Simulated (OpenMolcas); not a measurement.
## Pt3+ in a point-charge field

Pt3+ among 6 point charges of -1.7 e arranged as an octahedron (Oh), 2.04 Å from the ion.
```
   2.0400    0.0000    0.0000  -1.70
   0.0000    2.0400    0.0000  -1.70
  -2.0400    0.0000    0.0000  -1.70
   0.0000   -2.0400    0.0000  -1.70
   0.0000    0.0000    2.0400  -1.70
   0.0000    0.0000   -2.0400  -1.70
```

* Program: OpenMolcas 26.06
* Method: CASSCF
* Basis: ANO-RCC-VDZP [7s6p4d2f]
* Scalar Hamiltonian: DKH2, point nucleus
* Active space: 7 electrons in 5 orbitals (5d)
* State averaging: 2S+1 = 4 even, 10 roots; 2S+1 = 2 even, 40 roots
* Spin-orbit coupling: state interaction with AMFI integrals over the reference wave functions

The lowest spin-free states (labels of O, the rotations of Oh), above the lowest:

```
State  Degeneracy  E (cm-1)  Free-ion L (%)
  4T1           3       0.0          F (96)
  4T2           3      8026         F (100)
   2E           2      9004          G (50)
  2T1           3     15635          G (58)
  2T2           3     16383          G (73)
  4A2           1     17296         F (100)
  4T1           3     20181          P (96)
  2T1           3     20581          P (66)
  2A1           1     22097         G (100)
  2T2           3     24728          H (63)
  2T1           3     25542          H (69)
   2E           2     27297          H (55)
  2T2           3     30477          D (70)
  2T1           3     31825          H (58)
   2E           2     32878          G (48)
  2T2           3     37352          F (92)
  2A2           1     39821         F (100)
  2T1           3     40114          F (77)
   2E           2     57953          D (99)
  2T2           3     59231          D (91)
```

The lowest levels with spin-orbit coupling:

```json
{"E (cm-1)": "0.0", "Degeneracy": "2", "Label": "Γ6", "2S+1": "4", "g": "4.87 4.87 4.87"}
{"E (cm-1)": "972.8", "Degeneracy": "4", "Label": "Γ8", "2S+1": "4 (83 %)", "g": ""}
{"E (cm-1)": "3530", "Degeneracy": "4", "Label": "Γ8", "2S+1": "4 (76 %)", "g": ""}
{"E (cm-1)": "10631", "Degeneracy": "2", "Label": "Γ7", "2S+1": "4", "g": "0.49 0.49 0.49"}
{"E (cm-1)": "12190", "Degeneracy": "4", "Label": "Γ8", "2S+1": "4 (65 %)", "g": ""}
{"E (cm-1)": "14573", "Degeneracy": "4", "Label": "Γ8", "2S+1": "4 (63 %)", "g": ""}
{"E (cm-1)": "15333", "Degeneracy": "2", "Label": "Γ6", "2S+1": "4", "g": "2.89 2.89 2.89"}
{"E (cm-1)": "16497", "Degeneracy": "2", "Label": "Γ7", "2S+1": "4 (71 %)", "g": "0.63 0.63 0.63"}
{"E (cm-1)": "18708", "Degeneracy": "4", "Label": "Γ8", "2S+1": "4 (56 %)", "g": ""}
{"E (cm-1)": "19458", "Degeneracy": "4", "Label": "Γ8", "2S+1": "2 (61 %)", "g": ""}
{"E (cm-1)": "21799", "Degeneracy": "4", "Label": "Γ8", "2S+1": "2 (80 %)", "g": ""}
{"E (cm-1)": "23381", "Degeneracy": "2", "Label": "Γ7", "2S+1": "4 (84 %)", "g": "1.79 1.79 1.79"}
{"E (cm-1)": "25073", "Degeneracy": "4", "Label": "Γ8", "2S+1": "4 (73 %)", "g": ""}
{"E (cm-1)": "25105", "Degeneracy": "2", "Label": "Γ6", "2S+1": "2 (89 %)", "g": "0.29 0.29 0.29"}
{"E (cm-1)": "26938", "Degeneracy": "4", "Label": "Γ8", "2S+1": "4 (89 %)", "g": ""}
{"E (cm-1)": "27204", "Degeneracy": "2", "Label": "Γ6", "2S+1": "2 (76 %)", "g": "0.07 0.07 0.07"}
{"E (cm-1)": "29086", "Degeneracy": "4", "Label": "Γ8", "2S+1": "2 (80 %)", "g": ""}
{"E (cm-1)": "29347", "Degeneracy": "2", "Label": "Γ6", "2S+1": "2 (64 %)", "g": "1.96 1.96 1.96"}
{"E (cm-1)": "29573", "Degeneracy": "2", "Label": "Γ7", "2S+1": "2 (76 %)", "g": "0.41 0.41 0.41"}
{"E (cm-1)": "32230", "Degeneracy": "4", "Label": "Γ8", "2S+1": "2 (86 %)", "g": ""}
```

Powder χT (cm3 K/mol): 2.23 at 2 K, 2.26 at 10 K, 2.41 at 50 K, 2.59 at 100 K, 2.95 at 200 K, 3.29 at 300 K. The effective moment at 300 K is 2.828 √(χT) = 5.13 μB.

The lowest level has 2S+1 = 4, for which the spin-only value is χT = S(S+1) / 2 = 1.875 cm3 K/mol (g = 2). The computed 3.295 at 300 K differs by +1.420, through orbital momentum, spin-orbit coupling and any other state in reach. With a threefold ground state the orbital momentum is unquenched, so the spin-only value is not expected to hold.

A least-squares ligand-field fit to the states below 45000 cm-1, each weighted by its degeneracy and with a free common offset, gives 10Dq = 8770 cm-1, B = 885 cm-1 and C = 3618 cm-1 (C/B = 4.09), with an rms deviation of 188 cm-1.

An orbital triplet at a regular site is open to Jahn-Teller coupling, which can distort the site and quench the lowest spin-orbit gaps and is left out. Without dynamic correlation the repulsion within the d shell is too large (B by tens of per cent), so at a given field states of lower spin stand too high. This shell can be high or low spin here, a state of another spin lies low, and with metal d orbitals alone active their balance is uncertain, so the ground spin may be wrong. Point charges give a weaker field than real ligands, and real ions of this kind are as a rule low spin; the high spin found here belongs to the model. This field is weak: 10Dq is about 8770 cm-1, while octahedral complexes of 5d ions of charge 3 and more, computed by the same method with explicit ligands, had a median near 35000 cm-1. Ground spin and moment need not be those of a real site. Point charges carry no covalency, so the field is a model and not that of real ligands. No measured value stands beside these numbers.
